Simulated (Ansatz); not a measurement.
Wavefunction ladder for C3H12ClNOSiTi, SMILES `C[N](C)[Ti]([CH3])([Cl])[O][SiH3]`

```xyz
20

C     1.501    2.015   -0.416
N     0.874    0.890    0.239
C     0.916    0.951    1.678
Ti    0.109   -0.402   -0.845
C    -1.527    0.563   -1.659
Cl    1.428   -0.990   -2.548
O    -0.533   -1.722    0.168
Si   -1.139   -3.045    0.924
H     1.453    1.911   -1.503
H     2.561    2.092   -0.140
H     1.005    2.956   -0.145
H     1.953    0.985    2.040
H     0.431    0.077    2.113
H     0.405    1.850    2.048
H    -2.232    0.846   -0.873
H    -1.216    1.462   -2.199
H    -2.022   -0.118   -2.360
H    -0.416   -4.261    0.474
H    -0.966   -2.881    2.392
H    -2.585   -3.179    0.612
```

Total charge 0; spin multiplicity 1. Correlated methods include outer-core shells of Ti, which these sets cover unevenly. Scalar relativity is left out up to krypton. Geometry: relaxed with PBE0-D4/def2-TZVP. It is one conformer, not always the lowest. Frozen core, restricted reference, the Gaussian-basis code of Ansatz.

```tsv
basis	HF (Eh)	MP2 corr.	CCSD corr.	(T)	CCSD(T) total
def2-SVP	?	-1.34347	?	-0.05620	?
def2-TZVPP	-1847.04739	-1.73981	-1.80493	?	?
def2-QZVPP	?	-1.87094	–	–	–
```

Question: Fill in the withheld values. (An estimate is asked.)

Answer: Ansatz gave: def2-SVP HF (Eh): -1846.37481; def2-SVP CCSD corr.: -1.42004; def2-SVP CCSD(T) total: -1847.85105; def2-TZVPP (T): -0.08832; def2-TZVPP CCSD(T) total: -1848.94064; def2-QZVPP HF (Eh): -1847.09675.
